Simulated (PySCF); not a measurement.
MoS4 (charge -2 and singlet state).
Structure used (PBE0-D3(BJ)/def2-SVP), in Å, numbered top down from 1:
```
atom  x, y, z in Å
S1     1.6818   -0.2934   -1.3997
Mo2    0.0045   -0.0043   -0.0111
S3    -0.3921   -1.8766    1.0608
S4     0.5320    1.5539    1.4426
S5    -1.7926    0.5865   -1.1310
```

Computed with PySCF 2.14.0, PBE0-D3(BJ)/def2-SVP geometry optimisation, gas phase, def2 core potentials past Kr.

Question: Which atoms are bound to Mo2, and at what distances?

Answer: 4 atoms: S3 2.194 Å, S4 2.195 Å, S1 2.197 Å, S5 2.198 Å.

Question: List the angles at Mo2.

Answer: 
```tsv
angle	degrees	distance of the outer atoms (Å)
S4–Mo2–S5	110.1	3.60
S1–Mo2–S5	109.7	3.59
S1–Mo2–S3	109.5	3.59
S3–Mo2–S5	109.3	3.58
S1–Mo2–S4	109.2	3.58
S3–Mo2–S4	109.0	3.57
```

Question: What is the shape at Mo2?

Answer: Tetrahedral: angles from 109.0° to 110.1°; τ4 = (360° − α − β)/141° = 0.99 with α and β the two widest (0 for a square, 1 for a tetrahedron). Differences among atoms that Td makes equivalent are scatter left by the optimiser.

Point group: Td (tolerance 0.08 Å). Charge -2, singlet. Whether so highly charged an anion holds all its electrons in the gas phase wasn't checked; a finite basis holds them in any case. The ion is multiply charged and computed without counter-ions or solvent. PBE0-D3(BJ)/def2-SVP frequencies: not computed here.
